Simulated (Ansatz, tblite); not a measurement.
Removing and adding an electron: fluoranthene, `c1ccc2c(c1)-c1cccc3cccc-2c13`. The state is a singlet with charge 0. Geometry: PBE-D4/def2-SVP. Ansatz, gas phase; energy differences of separate SCF runs; the oxidised species was run as a doublet alone; the reduced species was run as a doublet alone.

Cartesian coordinates in Å:
```
C -2.744 -0.047 2.578
C -2.174 -1.317 2.777
C -1.078 -1.744 2.004
C -0.560 -0.884 1.029
C -1.143 0.413 0.825
C -2.232 0.827 1.600
C -0.395 1.085 -0.254
C -0.469 2.318 -0.893
C 0.466 2.609 -1.932
C 1.452 1.707 -2.328
C 1.554 0.431 -1.692
C 2.491 -0.613 -1.964
C 2.445 -1.803 -1.237
C 1.482 -2.037 -0.210
C 0.557 -1.039 0.079
C 0.615 0.171 -0.670
H -3.601 0.267 3.192
H -2.590 -1.984 3.547
H -0.638 -2.740 2.166
H -2.683 1.819 1.449
H -1.227 3.068 -0.619
H 0.405 3.587 -2.433
H 2.154 1.973 -3.134
H 3.251 -0.475 -2.749
H 3.174 -2.596 -1.464
H 1.489 -2.995 0.333
```

The xTB rows come from tblite. HOMO above LUMO, or a gap near zero within one spin, warns that the state may not be the lowest or that an electron is smeared out.

| level | −HOMO (eV) | vertical IE (eV) | −LUMO (eV) | vertical EA (eV) | HOMO–LUMO gap (eV) | IE − EA (eV) | remarks |
| --- | --- | --- | --- | --- | --- | --- | --- |
| GFN1-xTB | 11.18 | 13.35 | 8.72 | 6.51 | 2.46 | 6.83 | – |
| GFN2-xTB | 10.22 | 12.43 | 7.74 | 5.49 | 2.48 | 6.94 | – |
| PBE-D4/def2-SVP | 5.41 | 7.55 | 2.71 | 0.68 | 2.70 | 6.87 | HOMO above zero (-1 doublet), gap within one spin near zero (+1 doublet) |
| PBE0-D4/def2-SVP | 6.26 | 7.74 | 2.04 | 0.67 | 4.22 | 7.07 | HOMO above zero (-1 doublet) |

Relaxing the oxidised species (PBE-D4/def2-SVP) changes its energy by -0.05 eV at PBE-D4/def2-SVP, so the adiabatic ionisation energy to this nearest minimum is 7.50 eV. At PBE0-D4/def2-SVP it is 7.70 eV.     A HOMO above zero means that the electron is unbound at that level or that self-interaction error raises the level; the energy of removing that electron tells which. Raw xTB energy differences between charge states are shifted by several eV; the methods need an empirical correction for them. Sets without diffuse functions give affinities that are too small.
